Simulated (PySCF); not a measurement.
Job file and geometry (Å, from GFN2-xTB) of an NMR shielding run on `CCSCCC(=O)[SiH3]`, C₅H₁₂OSSi, PySCF 2.14.0, density-fitted response routines, GIAO PBE0/pcSseg-1 NMR shielding, non-relativistic, gas phase; density fitting, a coarse starting grid and PySCF grid level 2 are the driver's defaults:

```
$ OMP_NUM_THREADS=1 python probes_run.py task.json out

{"job": {"kind": "nmr", "xc": "PBE0", "basis": "pcSseg-1"}, "charge": 0, "multiplicity": 1}
C     -3.142122     0.372809    -0.677522
C     -1.889673    -0.397805    -1.047676
S     -1.257734    -1.391634     0.349857
C     -0.349919    -0.131678     1.317316
C      1.152538    -0.207479     1.076762
C      1.609887     0.453954    -0.204376
O      0.908184     1.223037    -0.822737
Si     3.370466     0.007184    -0.841870
H     -2.940544     1.079712     0.125032
H     -3.922723    -0.309131    -0.347489
H     -3.502504     0.929001    -1.540895
H     -1.087312     0.263621    -1.368386
H     -2.096117    -1.122961    -1.834003
H     -0.582632    -0.328418     2.363223
H     -0.736789     0.845685     1.034416
H      1.687489     0.303183     1.885134
H      1.485554    -1.247610     1.073900
H      4.205790    -0.272438     0.326528
H      3.217675    -1.193562    -1.660263
H      3.865338     1.135208    -1.619682
```

Q: What does the program print?

A: 
```
coarse grid: 17208 points
cycle   1  E = -959.8122633478  dE =  7.108e-01  |g| = 7.602e-01  |ddm| = 3.944e+00
cycle   2  E = -959.4098066922  dE =  4.025e-01  |g| = 1.612e+00  |ddm| = 2.228e+00
cycle   3  E = -959.9285173828  dE = -5.187e-01  |g| = 1.515e-01  |ddm| = 1.774e+00
cycle   4  E = -959.9333863094  dE = -4.869e-03  |g| = 6.091e-02  |ddm| = 1.896e-01
cycle   5  E = -959.9342212971  dE = -8.350e-04  |g| = 1.206e-02  |ddm| = 5.665e-02
cycle   6  E = -959.9342554736  dE = -3.418e-05  |g| = 4.633e-03  |ddm| = 2.052e-02
cycle   7  E = -959.9342601254  dE = -4.652e-06  |g| = 1.129e-03  |ddm| = 5.430e-03
final grid: 155384 points
cycle   8  E = -959.9956511240  dE = -2.823e-05  |g| = 1.316e-02  |ddm| = 3.119e-02
cycle   9  E = -959.9955692879  dE =  8.184e-05  |g| = 2.442e-02  |ddm| = 2.811e-02
cycle  10  E = -959.9956854972  dE = -1.162e-04  |g| = 3.020e-03  |ddm| = 1.928e-02
cycle  11  E = -959.9956874134  dE = -1.916e-06  |g| = 2.745e-04  |ddm| = 2.563e-03
cycle  12  E = -959.9956874317  dE = -1.831e-08  |g| = 1.040e-04  |ddm| = 4.891e-04
cycle  13  E = -959.9956874343  dE = -2.597e-09  |g| = 2.736e-05  |ddm| = 1.304e-04
cycle  14  E = -959.9956874345  dE = -1.733e-10  |g| = 5.414e-06  |ddm| = 2.593e-05
converged SCF energy = -959.9956874345

GIAO shielding tensors (ppm)
atom      isotropic    diamagn.    paramagn.     s11        s22        s33       span
  0 C      167.464     246.824     -79.360    145.804    169.796    186.791     40.987
  1 C      151.320     251.901    -100.581    138.921    141.045    173.994     35.073
  2 S      457.001    1058.708    -601.707    327.213    413.621    630.168    302.955
  3 C      160.763     250.781     -90.018    146.172    150.280    185.837     39.665
  4 C      124.579     256.613    -132.034     82.991    128.427    162.319     79.328
  5 C      -62.049     249.116    -311.166   -172.030   -114.072     99.953    271.983
  6 O     -491.294     405.270    -896.564  -1356.246   -500.769    383.133   1739.379
  7 Si     436.897     879.808    -442.911    394.369    455.233    461.088     66.719
  8 H       30.308      30.326      -0.018     26.103     30.307     34.514      8.411
  9 H       30.581      28.788       1.793     26.477     28.577     36.688     10.211
 10 H       30.393      27.947       2.446     25.370     27.352     38.457     13.086
 11 H       28.576      33.655      -5.079     22.059     29.073     34.597     12.538
 12 H       29.561      31.977      -2.416     23.610     28.655     36.417     12.807
 13 H       29.461      31.435      -1.975     22.651     28.553     37.178     14.527
 14 H       28.597      33.019      -4.422     24.508     28.600     32.683      8.175
 15 H       28.812      31.793      -2.982     24.100     28.058     34.278     10.177
 16 H       28.244      33.530      -5.285     24.752     27.195     32.786      8.034
 17 H       27.424      28.376      -0.951     24.087     27.169     31.018      6.931
 18 H       27.665      28.696      -1.031     25.186     26.554     31.255      6.068
 19 H       27.917      28.062      -0.145     24.373     26.471     32.908      8.535
```

Q: Turn these shieldings into chemical shifts. Shifts are taken against calculated references (same method and geometry level): 13C (σref 186.93), 29Si (σref 349.16), 1H (σref 31.72) against TMS; 33S (σref 503.73) against CS2; 17O (σref 336.08) against H2O.

A: Averaging equivalent atoms: C 5: 249.0; C 4: 62.3; C 1: 35.6; C 3: 26.2; C 0: 19.5; S 2: 47; O 6: 827.4; Si 7: -87.7; H 17/18/19: 4.05; H 15/16: 3.19; H 13/14: 2.69; H 11/12: 2.65; H 8/9/10: 1.29 ppm. Unscaled 17O shifts of doubly bonded oxygen tend to come out too high, by tens of ppm or more. Experimental scales use liquid or dissolved standards, which lie at an offset from isolated H2O (liquid H2O: subtract about 36 ppm).

Size and cost of the density-fitted run: 210 basis functions, 3.1 min wall time (2.6 min CPU) on 1 thread of an Intel Xeon, shared host; peak memory 0.93 GiB.
